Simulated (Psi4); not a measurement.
Psi4 input (wB97X-D/6-31G*):

```
memory 1500 MB

molecule {
-1 1
Si   -0.57094200    0.00991700    0.60583600
F    -1.12171700   -1.20912200   -0.38883800
F    -1.04384300    1.28641500   -0.35629900
Cl    1.61666100   -0.04908700   -0.10444000
symmetry c1
no_reorient
no_com
}

set {
  basis 6-31G*
  reference rks
  scf_type pk
  dft_radial_points 99
  dft_spherical_points 590
  e_convergence 1e-8
  d_convergence 1e-7
  maxiter 150
}

e = energy('wb97x-d')
print_out(f'\nFINAL {e:.10f} DIPOLE {variable("CURRENT DIPOLE")[0]:.6f} {variable("CURRENT DIPOLE")[1]:.6f} {variable("CURRENT DIPOLE")[2]:.6f}\n')
```

From the output:

```
      47A      1.470212    48A      1.483501    49A      1.546965
      50A      1.604467    51A      1.619210    52A      1.628978
      53A      1.833249    54A      2.035756    55A      2.128107
      56A      2.133507    57A      2.136396    58A      2.144018
      59A      2.183672    60A      2.251900    61A      2.323066
      62A      2.395220    63A      2.966601    64A      3.086703
      65A      3.273217    66A      4.190227    67A      4.540754
      68A      4.661980

    Final Occupation by Irrep:
              A
    DOCC [    25 ]
    NA   [    25 ]
    NB   [    25 ]

  @RKS Final Energy:  -949.47844991043178

   => Energetics <=

    Nuclear Repulsion Energy =            206.1046298476841230
    One-Electron Energy =               -1738.4912453647759776
    Two-Electron Energy =                 633.8421737370364326
    DFT Exchange-Correlation Energy =     -50.9334727300552430
    Empirical Dispersion Energy =          -0.0005354003212670
    VV10 Nonlocal Energy =                  0.0000000000000000
    Total Energy =                       -949.4784499104317774

Computation Completed

Properties will be evaluated at   0.000000,   0.000000,   0.000000 [a0]

Properties computed using the SCF density matrix

 Multipole Moments:

 ------------------------------------------------------------------------------------
     Multipole            Electronic (a.u.)      Nuclear  (a.u.)        Total (a.u.)
 ------------------------------------------------------------------------------------

 L = 1.  Multiply by 2.5417464519 to convert [e a0] to [Debye]
 Dipole X            :         -0.3412297            0.0000170           -0.3412127
 Dipole Y            :          0.0120477           -0.0000076            0.0120402
 Dipole Z            :         -0.1067877           -0.0000170           -0.1068047
 Magnitude           :                                                    0.3577405

 ------------------------------------------------------------------------------------

FINAL -949.4784499104 DIPOLE -0.341213 0.012040 -0.106805

*** Psi4 exiting successfully. Buy a developer a beer!
```

The dipole moment of an ion depends on the origin.

The geometry given is a B3LYP-D3(BJ)/def2-TZVP minimum.
